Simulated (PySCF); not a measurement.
## A small calculation by hand: chemical shift, span and skew from a shielding tensor

C3H7BFN, SMILES CB(N)/C=C\F. Atoms are numbered in the order given.

```xyz
13

C     -0.4769    -2.3925     0.0000
B      0.0519    -0.8958     0.0000
N      1.4266    -0.6207     0.0000
C     -1.0010     0.2856     0.0000
C     -0.7418     1.5917     0.0000
F      0.5119     2.0874     0.0000
H     -1.1165    -2.5711     0.8821
H     -1.1165    -2.5711    -0.8821
H      0.3228    -3.1507     0.0000
H      1.7995     0.3199     0.0000
H      2.1254    -1.3528     0.0000
H     -2.0716     0.0499     0.0000
H     -1.4777     2.4043     0.0000
```

Geometry: ωB97X-D3(BJ)/def2-SVP. The structure was generated by enumeration; whether it is a known compound was not checked. One conformer was computed; it need not be the lowest.

GIAO shieldings from PBE0/pcSseg-1 (PySCF), non-relativistic, no solvent. The symmetric part of the tensor of C4 has the principal values -49.4, 100.4, 159.2 ppm. The same nucleus in TMS has σ = 186.3 ppm at this level (PySCF, at its B3LYP-D3(BJ)/def2-TZVP geometry).

### Question
Work out the isotropic shielding, the ¹³C shift against TMS, the span and the skew.

### Answer

σ(iso) = (σ11 + σ22 + σ33)/3 = 70.1 ppm. δ = σ(ref) − σ(iso) = 186.3 − (70.1) = 116.2 ppm.
Span Ω = σ33 − σ11 = 208.6 ppm. Skew κ = 3(σ(iso) − σ22)/Ω = -0.44. Tumbling in solution averages the tensor to δ; in a static solid the shielding alone would spread this spin-1/2 line over Ω.
